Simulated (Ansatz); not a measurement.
Ansatz (a first-principles code) input (PBE0/def2-SVP):

Ansatz 0.2 input:
```yaml
crystal:
  periodic: [false, false, false]
  atoms:
    - {symbol: B, position_ang: [-0.32634591, -0.11691571, -0.11947520]}
    - {symbol: Cl, position_ang: [0.15642869, 1.52037166, -0.52898656]}
    - {symbol: Cl, position_ang: [0.64753161, -1.23234724, 0.82331634]}
    - {symbol: O, position_ang: [-1.50444945, -0.53897957, -0.55077877]}
basis:
  gaussian:
    orbitals: def2-SVP
hamiltonian:
  xc: {name: PBE0}
magnetization: {spin_polarized: true, initial_magnetization: 1}
```

Output:

```
Functional definition: PBE0
integrals: 0.02 GiB planned
589 factors; integrals over basis functions are off by at most 1.0e-3 eV
0.11 GiB of the device are held for the grids
0.36 GiB of device memory are held for the factors and their scratch space
mean field: 0.20 GiB planned
mean field evaluation 1: about -27739.3664 eV, gradient 4.2e1 eV
mean field evaluation 2: about -27687.3657 eV, gradient 1.1e2 eV
mean field evaluation 4: about -27748.4399 eV, gradient 9.6e0 eV
mean field evaluation 8: about -27748.9940 eV, gradient 7.1e-1 eV
mean field evaluation 16: about -27748.9967 eV, gradient 4.5e-4 eV
mean field -27748.99669261 eV, -1019.7568195079 hartree, gradient 2.1e-5 eV, S^2 0.754922; 1 other end points of the search recorded, 0 dependent functions left out
reference -27748.99670948 eV, -1019.7568201279 hartree; 24, 23 occupied and 40, 41 virtual orbitals, 589 factors
Total energy: -27748.99670948 eV, -1019.7568201279 hartree
```

It need not be the lowest isomer of its formula.
